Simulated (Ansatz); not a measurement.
Reaction (ligand exchange at a Ge–C bond): `N[CH](F)[GeH3]` + HBr → `[GeH3][Br]` + `NCF`

Program: Ansatz. Geometries: PBE0-D4/def2-TZVP. ΔE: electronic, gas phase. CCSD(T)/CBS adds triple-zeta CCSD(T) − MP2 to the extrapolated MP2 energy (def2 sets, frozen cores). Functionals use def2-TZVPP. B3LYP here is the variant with VWN-RPA as its local correlation; programs differ in this. For Br, Ge outer-core shells are correlated without core-valence functions, which leaves a few kJ/mol of doubt a bond. Scalar relativity is left out up to krypton. Each species was taken in one conformer, which may not be the lowest.

`N[CH](F)[GeH3]`:

```xyz
10

N    -0.720    1.318    0.189
C    -0.097    0.170    0.700
F     1.110    0.455    1.387
Ge    0.326   -1.119   -0.746
H    -0.173    1.791   -0.518
H    -1.000    1.976    0.905
H    -0.748   -0.291    1.447
H     0.996   -0.336   -1.889
H     1.278   -2.201   -0.219
H    -0.973   -1.763   -1.254
```

HBr:

```xyz
2

Br    0.204    0.680   -0.029
H    -0.204   -0.680    0.029
```

`[GeH3][Br]`:

Cartesian coordinates in Å:
```
Ge 0.028 0.102 -0.158
Br -0.317 -1.131 1.764
H 1.038 -0.669 -1.015
H 0.577 1.466 0.271
H -1.326 0.233 -0.862
```

`NCF`:

Z-matrix (Å, degrees):
```
C
F 1 1.406
N 1 1.402 2 113.7
H 1 1.092 2 106.1 3 121.3
H 1 1.092 2 106.1 3 -121.3
H 3 1.010 1 112.8 2 62.5
H 3 1.010 1 112.8 2 -62.5
```

Task: Is it downhill or uphill in electronic energy at CCSD(T)/CBS, and by how much? (Estimate.)

Result: Computed: Downhill: ΔE = -111.0 kJ/mol.

Task: What do these levels give: PBE0-D4, B3LYP-D4, ωB97M-V, PBE, PBE0, HF/def2-TZVPP, MP2/def2-TZVPP, CCSD/def2-TZVPP, MP2/def2-QZVPP, SCS-MP2/def2-QZVPP, HF/CBS(def2), MP2/CBS(def2)? (Best estimate.)

Result: Computed: PBE0-D4 -115.7, B3LYP-D4 -114.3, ωB97M-V -113.3, PBE -110.8, PBE0 -118.2, HF/def2-TZVPP -141.7, MP2/def2-TZVPP -114.6, CCSD/def2-TZVPP -113.8, MP2/def2-QZVPP -115.0, SCS-MP2/def2-QZVPP -117.2, HF/CBS(def2) -142.0, MP2/CBS(def2) -115.1 kJ/mol.

Largest T1 diagnostic among the species: 0.012.

From PBE to PBE0 (25 % exact exchange), in def2-TZVPP and without D4, ΔE moves by −7.4 kJ/mol. The D4 term adds +4.5 kJ/mol with B3LYP and +2.5 kJ/mol with PBE0; it sums over pairs of atoms, weighted by their polarisabilities, and B3LYP, whose exchange is more repulsive, gets the larger term.
